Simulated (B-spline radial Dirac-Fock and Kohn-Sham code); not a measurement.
Level of theory: multi-electron Dirac-Fock with separately optimised hole states, Breit and Lamb-shift corrections added in first order; a B-spline atomic structure program. Free neutral atoms up to Cf, the lines Kα1, Kβ1, Lα1, Lβ1, Lβ2, Lγ1, Lℓ and Mα1 where both subshells are closed (so no Lα of most 3d metals and no Mα of most lanthanides); Na, Y were not searched.

**Question.** Ir Mα1 is computed at 1982.5 eV. Which of the searched lines of other elements lie within 52 eV and could overlap it in an energy-dispersive spectrum?

**Answer.** Mo Lℓ at 2013.7 eV (+31); P Kα1 at 2014.5 eV (+32).
